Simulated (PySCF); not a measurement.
**Spinor energies of Ba⁴⁰⁺ (barium, charge +40)**

Start: [Ne] 3s2 3p4; 3p1/2 filled at m_j = -1/2, +1/2; 3p3/2 filled at m_j = +1/2, +3/2. Calculated with PySCF 2.14 in an even-tempered Gaussian basis (19 s from 8.5 bohr⁻², ratio 2.4; 14 p from 11 bohr⁻², ratio 2.4; 4 d from 41 bohr⁻², ratio 2.6; 4 f from 62 bohr⁻², ratio 2.6): generalised Hartree-Fock with the X2C-1e Hamiltonian and a Gaussian nucleus; one run each with spin-orbit coupling (SO) switched off, then screened by Boettger's factors.

| spinor shell | electrons | ε, spin-free (eV) | ε, screened SO (eV) | weight of nominal j (screened SO) | rms radius, screened SO (bohr) |
| --- | --- | --- | --- | --- | --- |
| 1s1/2 | 2 | -40026.7 | -40019.5 | 1.000 | 0.0292 |
| 2s1/2 | 2 | -8352.3 | -8349.2 | 1.000 | 0.117 |
| 2p1/2 | 2 | -7736.0 | -8010.3 | 1.000 | 0.100 |
| 3s1/2 | 2 | -3215.1 | -3213.9 | 1.000 | 0.284 |
| 3p1/2 | 2 | -3026.7 | -3088.4 | 0.996 | 0.272 |
| 3p3/2 | 2 | -3026.7 | -2996.8 | 0.998 | 0.280 |

(1) Where does 2p3/2 lie, and what is the 2p spin-orbit splitting (screened SO)?

| quantity | spin-free | screened SO |
| --- | --- | --- |
| E (hartree) | -6745.73585 | -6750.82124 |
| M_J | 2 | 2 |
| ⟨J²⟩ | 6.001 | 6.002 |
| ⟨L²⟩ | 2.000 | 3.150 |
| ⟨S²⟩ | 2.000 | 1.442 |

Each row is a mean over spinors that exchange with the open shell spreads, by up to 28.807 eV (3s1/2).

Breit and QED terms are absent; they matter most for the inner s and p1/2 levels.

Densities and radii are taken from the X2C orbitals without a picture-change correction, which distorts them close to the nucleus.

Without spin-orbit coupling the j labels of p, d and f shells carry no meaning; the spin-free column gives the mean over the occupied spinors of each nl shell.

Results:

(1) At -7611.1 eV, 399.20 eV above 2p1/2.
